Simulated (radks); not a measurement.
Q: All-electron atom: the potassium ion K3+ in [Ne] 3p(up 2.5, down 2.5) 3s(up 0.5, down 0.5) (fractional occupations, a model configuration). Calculated with a radial shooting solver on a logarithmic mesh with Libxc functionals: non-relativistic Kohn-Sham, r2SCAN, spin-polarised, spherical densities, point nucleus; meta-GGA in the generalised Kohn-Sham scheme. Some entries of the table are withheld. Estimate them.

orbital  occ.  eigenvalue (hartree)  <r^2> (bohr^2)  r(max) (bohr)
1s          2                   (1)             (2)        0.05353
2s          2             -14.70368          0.1784         0.3196
2p          6             -12.03322          0.1518            (3)
3s          1              -2.71102             (4)            (5)
3p          5              -2.04564           1.944            (6)

A: 
(1) 1s eigenvalue (hartree): -131.0676
(2) 1s <r^2> (bohr^2): 0.008937
(3) 2p r(max) (bohr): 0.2634
(4) 3s <r^2> (bohr^2): 1.673
(5) 3s r(max) (bohr): 1.057
(6) 3p r(max) (bohr): 1.108
